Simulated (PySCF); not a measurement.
Si(CF3)(Cl)(H)2 (CH₂ClF₃Si), SMILES FC(F)(F)[SiH2]Cl. Coordinates come from a PBE-D3(BJ)/def2-SVP optimisation.

**Question.** Give the equilibrium geometry at PBE-D3(BJ)/def2-SVP (PySCF confirms it by a frequency run) as Cartesian coordinates in Å, and its point group. (An estimate is asked for; the answer gives what the named calculation found.)

**Answer.** point group Cs.
```xyz
8

Si     0.9184    -0.5900     0.0000
Cl    -0.3939    -2.1899     0.0000
C     -0.0998     1.0615     0.0000
F     -0.8887     1.1851    -1.0938
F     -0.8887     1.1851     1.0938
F      0.7703     2.1110     0.0000
H      1.7509    -0.6060    -1.2426
H      1.7509    -0.6060     1.2426
```
